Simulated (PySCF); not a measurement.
**Ionisation energy of Cu²⁴⁺ by level of theory**

Cu²⁴⁺ [He] 2s2 2p1 [2p1/2^1, M_J = 1/2] → Cu²⁵⁺ [He] 2s2, as a difference of total energies. Computed with PySCF 2.14 in an uncontracted even-tempered set (17 s from 7.2 bohr⁻², ratio 2.4; 11 p from 9.4 bohr⁻², ratio 2.4; 5 d from 32 bohr⁻², ratio 2.6; 4 f from 48 bohr⁻², ratio 2.6), with the two-component X2C-1e Hamiltonian. Correlated levels: nothing frozen; the 28 highest virtual spinors dropped. "Screened" scales the spin-orbit matrix elements by Boettger's factors to mimic the two-electron term; Breit and QED terms are absent.

```tsv
method	ionisation energy (eV)
GHF (spin-free)	2294.5
GMP2 (spin-free)	2293.9
GHF (screened spin-orbit)	2311.1
GMP2 (screened spin-orbit)	2310.4
```

For comparison: 2307.3 ± 1 eV (semi-empirical (NIST evaluation); NIST Atomic Spectra Database, ionization energies).
